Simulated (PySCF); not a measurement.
These 2 structures share the formula C2H7BrOSi2. Method: PBE0-D3(BJ)/def2-SVP geometry optimisation, gas phase (PySCF 2.14.0). One conformer each; no zero-point energy, no entropy. No frequencies were run at this level. Point groups hold within 0.08 Å.

Task: Order them by energy at this level, lowest first, and give relative energies in kcal/mol.
A. `[SiH3:1][O:2][SiH2:3]/[CH:4]=[CH:5]/[Br:6]` with Si1–O2–Si3–C4 -171°, O2–Si3–C4–C5 0°
B. `[Br:1][Si@H:2]1[CH2:3][CH2:4][SiH2:5][O:6]1` with Br1–Si2–C3–C4 142°, Si2–C3–C4–Si5 -31°, C3–C4–Si5–O6 27°, C4–Si5–O6–Si2 -12°

Result: B (0.0), A (62.8).

As drawn, the higher has a C=C bond outside aromatic rings, which the lower lacks.

```
              SMILES       E (Eh)  E rel (kcal/mol)  dipole (D)  point group       A, B, C (MHz)
 Br[Si@H]1CC[SiH2]O1  -3307.61509               0.0        2.81           C1  3700, 774.1, 704.4
[SiH3]O[SiH2]/C=C/Br  -3307.51507              62.8        1.24      near Cs  3569, 443.0, 397.8
```
